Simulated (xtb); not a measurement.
A run for xtb: GFN-FF on CH3F2In (SMILES [CH3][In]([F])[F]), a point of a torsion scan.

```
$ xtb mol.xyz --gfnff --sp --chrg 0 --uhf 0
7

C     -1.13876031    -0.09613250    -0.00182850
In     1.07697939     0.00633915    -0.13063858
F      2.24192321     0.63520413     1.33000956
F      2.16743480    -0.50647219    -1.69104383
H     -1.39710729     0.25856133     0.98775416
H     -1.41397730    -1.13231948    -0.15616880
H     -1.52800795     0.54174777    -0.78594716
```

Output:

```
[...]
           -------------------------------------------------
          |                Calculation Setup                |
           -------------------------------------------------



          ==================== Thresholds ====================
          CN  :   150.00000
          rep :   500.00000
          disp:  2500.00000
          HB1 :   250.00000
          HB2 :   450.00000

          Pauling EN used:
          Z : 1  EN :  2.20
          Z : 6  EN :  2.55
          Z : 9  EN :  3.98
          Z :49  EN :  1.78
          electric field strengths (au): 0.000

           -------------------------------------------------
          |           Force Field Initialization            |
           -------------------------------------------------

          distances ...
          ----------------------------------------
          generating topology and atomic info file ...
          pair mat ...
          computing topology distances matrix with Floyd-Warshall algo ...
          making topology EEQ charges ...
          #fragments for EEQ constrain: 1
          ----------------------------------------
          generating topology and atomic info file ...
          pair mat ...
          computing topology distances matrix with Floyd-Warshall algo ...
          making topology EEQ charges ...
          #fragments for EEQ constrain: 1
          rings ...
          # BATM   12
          # H in HB   3
          doing iterative Hueckel for 2 subsystem(s) ...

  atom   neighbors  erfCN metchar sp-hybrid imet pi  qest     coordinates
    1  C       4    3.47   0.00         3    0    0  -0.073   -2.151945   -0.181664   -0.003455
    2  In      3    2.76   0.05         2    1    0   0.281    2.035196    0.011979   -0.246871
    3  F       1    0.97   0.00         0    0    0  -0.237    4.236621    1.200362    2.513354
    4  F       1    0.97   0.00         0    0    0  -0.237    4.095858   -0.957094   -3.195610
    5  H       1    0.98   0.00         0    0    0   0.089   -2.640150    0.488610    1.866585
    6  H       1    0.98   0.00         0    0    0   0.089   -2.672030   -2.139774   -0.295116
    7  H       1    0.98   0.00         0    0    0   0.089   -2.887517    1.023755   -1.485225

          #atoms :   7
          #bonds :   6
          #angl  :   9
          #tors  :   6
          #nmol  :   1
          #optfrag :   1
           -------------------------------------------------
          |                   G F N - F F                   |
          |          A general generic force-field          |
          |                  Version 1.0.3                  |
           -------------------------------------------------
          Number of HB bonds (bound hydrogen)     18
          Number of HB bonds (unbound hydrogen)   0
          Number of XB bonds                      0

 E+G (total)                   0 d,  0 h,  0 min,  0.000 sec
 distance/D3 list               ...        0 min,  0.000 sec (  0.814%)
 non bonded repulsion           ...        0 min,  0.000 sec ( 13.862%)
 dCN                            ...        0 min,  0.000 sec (  3.290%)
 EEQ energy and q               ...        0 min,  0.000 sec ( 18.218%)
 D3                             ...        0 min,  0.000 sec ( 12.207%)
 EEQ gradient                   ...        0 min,  0.000 sec (  7.161%)
 bonds                          ...        0 min,  0.000 sec (  7.020%)
 bend and torsion               ...        0 min,  0.000 sec ( 13.187%)
 bonded ATM                     ...        0 min,  0.000 sec (  3.420%)
 HB/XB (incl list setup)        ...        0 min,  0.000 sec ( 15.274%)

         :::::::::::::::::::::::::::::::::::::::::::::::::::::
Note: The following floating-point exceptions are signalling: IEEE_UNDERFLOW_FLAG IEEE_DENORMAL
normal termination of xtb
         ::                     SUMMARY                     ::
         :::::::::::::::::::::::::::::::::::::::::::::::::::::
         :: total energy              -0.803465972223 Eh    ::
         :: gradient norm              0.028971549729 Eh/a0 ::
         ::.................................................::
         :: bond energy               -0.785918279178 Eh    ::
         :: angle energy               0.001093148810 Eh    ::
         :: torsion energy             0.000102606788 Eh    ::
         :: repulsion energy           0.030628151259 Eh    ::
         :: electrostat energy        -0.047516328852 Eh    ::
         :: dispersion energy         -0.001841832709 Eh    ::
         :: HB energy                  0.000000000000 Eh    ::
         :: XB energy                  0.000000000000 Eh    ::
         :: bonded atm energy         -0.000013438342 Eh    ::
         :: external energy            0.000000000000 Eh    ::
         :: add. restraining           0.000000000000 Eh    ::
         :: total charge              -0.000000000000 e     ::
         :::::::::::::::::::::::::::::::::::::::::::::::::::::

           -------------------------------------------------
          |                Property Printout                |
           -------------------------------------------------

molecular dipole:
                 x           y           z       tot (Debye)
 q only:       -1.864      -0.091       0.095       4.749

           -------------------------------------------------
          | TOTAL ENERGY               -0.803465972223 Eh   |
          | GRADIENT NORM               0.028971549729 Eh/α |
           -------------------------------------------------
########################################################################
[WARNING] Runtime exception occurred
-1- gfnff_setup: Could not read topology file.
########################################################################

------------------------------------------------------------------------
------------------------------------------------------------------------
 total:
 SCF:
```

The run finished.

Cost: roughly 0.03 core-seconds.
